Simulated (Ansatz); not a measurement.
`CBB(C)[SiH3]` at its PBE0-D4/def2-TZVP geometry, where that method's forces vanish. The species carries charge 0 and has multiplicity 1.

| atom | x (Å) | y (Å) | z (Å) |
| --- | --- | --- | --- |
| C1 | 2.103 | 0.589 | -0.833 |
| B2 | 0.878 | -0.390 | -0.819 |
| B3 | -0.339 | -0.449 | 0.258 |
| C4 | -0.550 | -1.220 | 1.599 |
| Si5 | -1.816 | 0.824 | -0.348 |
| H6 | 2.196 | 1.104 | -1.794 |
| H7 | 3.004 | -0.036 | -0.757 |
| H8 | 2.138 | 1.325 | -0.029 |
| H9 | 0.761 | -1.118 | -1.779 |
| H10 | -0.131 | -0.541 | 2.361 |
| H11 | -1.588 | -1.393 | 1.890 |
| H12 | 0.015 | -2.151 | 1.682 |
| H13 | -3.069 | 0.051 | -0.592 |
| H14 | -2.089 | 1.805 | 0.744 |
| H15 | -1.514 | 1.600 | -1.583 |

(1) For each bond, give half the difference of the two atoms' forces along it (eV/Å; positive pushes the atoms apart) under PBE-D4, r2SCAN-D4, B3LYP-D4, ωB97M-V in def2-TZVPP. (An estimate is asked.)

Results:

(1) Ansatz gave: 
| bond | length (Å) | PBE-D4 | r2SCAN-D4 | B3LYP-D4 | ωB97M-V |
| --- | --- | --- | --- | --- | --- |
| C1–B2 | 1.567 | 0.02 | 0.06 | 0.11 | 0.09 |
| C1–H6 | 1.095 | 0.13 | -0.02 | -0.04 | -0.06 |
| C1–H7 | 1.099 | 0.14 | -0.01 | -0.04 | -0.05 |
| C1–H8 | 1.091 | 0.11 | -0.01 | -0.03 | -0.06 |
| B2–B3 | 1.626 | -0.23 | -0.12 | -0.08 | 0.04 |
| B2–H9 | 1.210 | 0.14 | 0.01 | -0.12 | -0.16 |
| B3–C4 | 1.561 | 0.00 | 0.05 | 0.10 | 0.09 |
| B3–Si5 | 2.042 | -0.01 | 0.03 | 0.05 | 0.00 |
| C4–H10 | 1.103 | 0.14 | -0.01 | -0.05 | -0.05 |
| C4–H11 | 1.092 | 0.11 | -0.02 | -0.02 | -0.05 |
| C4–H12 | 1.092 | 0.13 | -0.01 | -0.04 | -0.08 |
| Si5–H13 | 1.492 | 0.11 | -0.01 | -0.07 | -0.11 |
| Si5–H14 | 1.493 | 0.11 | -0.01 | -0.07 | -0.11 |
| Si5–H15 | 1.490 | 0.07 | -0.03 | -0.06 | -0.08 |

B3LYP here is the variant with VWN-RPA as its local correlation; programs differ in this.
